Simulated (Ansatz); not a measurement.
PBE exchange is replaced step by step with exact exchange (0 % is PBE, 25 % PBE0; no dispersion term), basis def2-SVP, Ansatz. System: Ga7Sb7. The state is a singlet with charge 0. Geometry: PBE-D4/def2-SVP.

Geometry of the singlet:

```xyz
14

Ga   -1.797   -0.867    3.293
Ga    3.621    2.305   -0.124
Ga    0.466   -0.256    1.526
Ga    0.875    1.671   -0.932
Ga   -1.135   -0.549   -1.292
Ga   -3.295   -1.442    0.547
Ga    2.254    0.779   -3.259
Sb    0.559   -1.621    3.713
Sb   -4.061    0.038    2.505
Sb    2.690   -0.497   -0.041
Sb    2.574    3.225   -2.624
Sb   -2.543   -2.701   -1.515
Sb    1.235   -1.480   -2.318
Sb   -1.442    1.397    0.520
```

In the def2 sets Sb takes a core potential; there is no spin–orbit coupling. Single mean-field runs in def2-SVP are fitted with def2-universal-jkfit.

```
exact exchange (%)  HOMO (eV)  LUMO (eV)  gap (eV)
                 0      -4.71      -3.77      0.94
                 5      -4.84      -3.70      1.14
                10      -4.97      -3.62      1.35
                15      -5.11      -3.55      1.56
                25      -5.38      -3.39      1.99
                35      -5.66      -3.23      2.42
                50      -6.08      -2.99      3.09
```
